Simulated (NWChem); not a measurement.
System: BF₂, doublet; SMILES F[B]F

NWChem printed, in part:

```
             Northwest Computational Chemistry Package (NWChem) 7.3.0
             --------------------------------------------------------

 C2V symmetry detected

                             Geometry "geometry" -> ""
                             -------------------------

 Output coordinates in angstroms (scale by  1.889725989 to convert to a.u.)

  No.       Tag          Charge          X              Y              Z
 ---- ---------------- ---------- -------------- -------------- --------------
    1 F                    9.0000     1.13662800     0.00000000    -0.14011870
    2 B                    5.0000     0.00000000     0.00000000     0.50442730
    3 F                    9.0000    -1.13662800     0.00000000    -0.14011870

 Effective nuclear repulsion energy (a.u.)      55.3040839151

      Symmetry information
      --------------------

 Group name             C2v
 Group number             16
 Group order               4
 No. of unique centers     2

                                 NWChem DFT Module
                                 -----------------

 Summary of "ao basis" -> "ao basis" (spherical)
 ------------------------------------------------------------------------------
       Tag                 Description            Shells   Functions and Types
 ---------------- ------------------------------  ------  ---------------------
 F                         def2-tzvp                11       31   5s3p2d1f
 B                         def2-tzvp                11       31   5s3p2d1f

      Symmetry analysis of basis
      --------------------------

        a1         35
        a2         13
        b1         28
        b2         17

            General Information
            -------------------
          SCF calculation type: DFT
          Wavefunction type:  spin polarized.
          No. of atoms     :     3
          No. of electrons :    23
           Alpha electrons :    12
            Beta electrons :    11
          Charge           :     0
          Spin multiplicity:     2
          Use of symmetry is: on ; symmetry adaption is: on
          Maximum number of iterations: 150
          AO basis - number of functions:    93
                     number of shells:    33
          Convergence on energy requested:  1.00D-06
          Convergence on density requested:  1.00D-05
          Convergence on gradient requested:  5.00D-04

              XC Information
              --------------
                         B3LYP Method XC Potential
                     Hartree-Fock (Exact) Exchange  0.200
                        Slater Exchange Functional  0.800 local
                    Becke 1988 Exchange Functional  0.720 non-local
              Lee-Yang-Parr Correlation Functional  0.810
                  VWN I RPA Correlation Functional  0.190 local

             Grid Information
             ----------------
          Grid used for XC integration:  medium
          Radial quadrature: Mura-Knowles
          Angular quadrature: Lebedev.
          Tag              B.-S. Rad. Rad. Pts. Rad. Cut. Ang. Pts.
          ---              ---------- --------- --------- ---------
          F                   0.50       49           7.0       434
          B                   0.85       49           6.0       434
          Grid pruning is: on
          Number of quadrature shells:    98
          Spatial weights used:  Erf1

      Superposition of Atomic Density Guess
      -------------------------------------

 Sum of atomic energies:        -223.37086959

      Non-variational initial energy
      ------------------------------

 Total energy =    -223.907670
 1-e energy   =    -420.125374
 2-e energy   =     140.913620
 HOMO         =      -0.158875
 LUMO         =       0.073480

   Symmetry analysis of molecular orbitals - initial alpha
   -------------------------------------------------------

  Numbering of irreducible representations:

     1 a1          2 a2          3 b1          4 b2

  Orbital symmetries:

     1 a1          2 b1          3 a1          4 a1          5 b1
     6 a1          7 b1          8 a1          9 b2         10 a2
    11 b1         12 a1         13 b2         14 a1         15 b1
    16 a1         17 b2         18 a1         19 b1         20 a1
    21 b1         22 b2

   Symmetry analysis of molecular orbitals - initial beta
   ------------------------------------------------------

  Numbering of irreducible representations:

     1 a1          2 a2          3 b1          4 b2

  Orbital symmetries:

     1 a1          2 b1          3 a1          4 a1          5 b1
     6 a1          7 b1          8 a1          9 b2         10 a2
    11 b1         12 a1         13 b2         14 a1         15 b1
    16 a1         17 b2         18 a1         19 b1         20 a1
    21 b1         22 b2

     ---------------------------------------------
      Total Density - Mulliken Population Analysis
     ---------------------------------------------

    Atom       Charge   Shell Charges
 -----------   ------   -------------------------------------------------------
    1 F    9     9.38   0.77  1.20  0.61  1.00  0.30  2.35  2.31  0.84  0.00  0.01  0.00
    2 B    5     4.24   0.92  1.07  0.50  0.36  0.33  0.51  0.29  0.06  0.09  0.07  0.04
    3 F    9     9.38   0.77  1.20  0.61  1.00  0.30  2.35  2.31  0.84  0.00  0.01  0.00

     --------------------------------------------
      Spin Density - Mulliken Population Analysis
     --------------------------------------------

    Atom       Charge   Shell Charges
 -----------   ------   -------------------------------------------------------
    1 F    9     0.05   0.00 -0.00  0.01  0.00 -0.01  0.04  0.02 -0.02  0.00  0.00  0.00
    2 B    5     0.91   0.00 -0.01  0.13  0.18  0.31  0.11  0.13  0.03  0.01  0.01  0.00
    3 F    9     0.05   0.00 -0.00  0.01  0.00 -0.01  0.04  0.02 -0.02  0.00  0.00  0.00

[...]
```

Level: B3LYP/def2-TZVP, spin-unrestricted. In the optimisation the excess spin sits in a1 (C2v, its own frame). All runs use the structure optimised with PBE0/def2-SVP, spin-unrestricted. No stability test was run on the SCF state.

Question: Which NWChem input produces such a log?

Answer: One answer among several that fit: the input that was run:
```
start job
memory heap 200 mb stack 900 mb global 1100 mb
geometry units angstroms noautoz
  F      1.136628     0.000000    -0.131689
  B      0.000000     0.000000     0.512857
  F     -1.136628     0.000000    -0.131689
end
basis spherical
  F library def2-tzvp
  B library def2-tzvp
end
dft
  odft
  mult 2
  xc b3lyp
  iterations 150
  mulliken
end
task dft energy
```
